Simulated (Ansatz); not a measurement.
CH2O2Si, SMILES `O=C[Si]O` (lower singlet; O–C–Si–O torsion 95°, C–Si–O–H torsion 8°) (charge 0, multiplicity 1). This singlet lies 1.20 eV below the relaxed triplet at the level frozen-core CCSD(T)/cc-pVTZ // PBE0-D3(BJ)/def2-TZVP (Ansatz, a program for electronic structure).

Computed with B3LYP/cc-pVTZ // PBE0-D3(BJ)/def2-TZVP run with Ansatz.

Ansatz 0.2 input:
```yaml
crystal:
  periodic: [false, false, false]
  atoms:
    - { symbol: O, position_ang: [-1.165471, 0.321071, -1.375287] }
    - { symbol: C, position_ang: [-0.972822, 0.123995, -0.175729] }
    - { symbol: Si, position_ang: [0.228098, -1.247501, -0.769679] }
    - { symbol: O, position_ang: [1.661213, -0.415113, -0.750795] }
    - { symbol: H, position_ang: [-1.498143, 0.750493, 0.570115] }
    - { symbol: H, position_ang: [1.747115, 0.467049, -0.384181] }
basis:
  gaussian: { orbitals: cc-pVTZ }
hamiltonian:
  xc: b3lyp
```

Output:

```
Functional definition: B3LYP
902 factors; their error is unknown
mean field evaluation 1: about -13035.2924 eV, gradient 6.9e1 eV
mean field evaluation 2: about -13013.5587 eV, gradient 1.3e2 eV
mean field evaluation 4: about -13042.9210 eV, gradient 1.1e1 eV
mean field evaluation 8: about -13043.1275 eV, gradient 1.8e-1 eV
mean field evaluation 16: about -13043.1431 eV, gradient 7.3e-5 eV
mean field -13043.14309092 eV, -479.3266676315 hartree, gradient 7.3e-5 eV, S^2 0.000000; 0 other end points of the search recorded, 0 dependent functions left out
reference -13043.14330674 eV, -479.3266755625 hartree; 19, 19 occupied and 133, 133 virtual orbitals, 902 factors
Total energy: -13043.14330674 eV, -479.3266755625 hartree
```
